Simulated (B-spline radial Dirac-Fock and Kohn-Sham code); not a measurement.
Auger decay of the 4p1/2 hole in Gd⁺

System: gadolinium as Gd⁺, [Xe] 4f7 5d1 6s1, inside a Watson sphere of charge -1 and radius 1.8 Å (a model of the Madelung potential; inside it an electron's potential energy is raised by 8.0 eV).

Input file task.json (cfg lists n, l and occupation; rrms is the nuclear radius in fm):

```json
{"items": [{
  "Z": 64,
  "q": 1,
  "cfg": [[1, 0, 2], [2, 0, 2], [2, 1, 6], [3, 0, 2], [3, 1, 6], [3, 2, 10], [4, 0, 2], [4, 1, 6], [4, 2, 10], [4, 3, 7], [5, 0, 2], [5, 1, 6], [5, 2, 1], [6, 0, 1]],
  "A": 158,
  "rrms": 5.1569,
  "watson": [-1, 1.8],
  "do": ["binding", "quiet", "decay"],
  "holes": ["K", "L1", "L2", "L3", "M1", "M2", "M3", "M4", "M5", "N1", "N2", "N3", "N4", "N5"]
}]}
```

Run with: `python xray_run.py task.json out`

Calculated with a radial atomic solver, using a relativistic independent-particle model: LDA orbitals of the hole state, radiative multipoles to third order, Auger rates from the Coulomb interaction with a continuum orbital, Dirac-Fock energies. Kinetic energies are configuration averages from the vacuum level; the two-hole energies are estimated from single-hole states.

```tsv
transition	kinetic energy (eV)	width (meV)	share (%)
N2-N3N7	0.84	131	1.8
N2-N4O1	–	547	7.4
N2-N5O1	–	86.5	1.2
N2-N4O2	112.4	384	5.2
N2-N4O3	117.1	707	9.6
N2-N5O2	117.9	353	4.8
N2-N5O3	122.9	82.3	1.1
N2-N4N7	128.9	2690	36.4
N2-N4N6	129.1	1270	17.2
N2-N5N6	133.9	332	4.5
N2-N5N7	135.4	86.8	1.2
N2-N4O5	145.4	47.6	0.6
N2-O2O3	247.8	38.0	0.5
N2-N6O2	263.0	107	1.5
N2-N7O2	263.7	175	2.4
N2-N6N7	280.2	86.4	1.2
```

A dash stands for an energy that rests on an unreliable hole state.

Coster-Kronig rates are the weakest part of this model and often come out 1.5 to 2.5 times too large. Super-Coster-Kronig decay this fast strains the one-particle picture, and such widths tend to come out too large. The listed channels hold 96 % of the non-radiative rate. Summed by principal shells, of 7.40 eV in all: NNN 62.4 %, NNO 35.7 %, NOO 1.2 %, NNP 0.7 %.
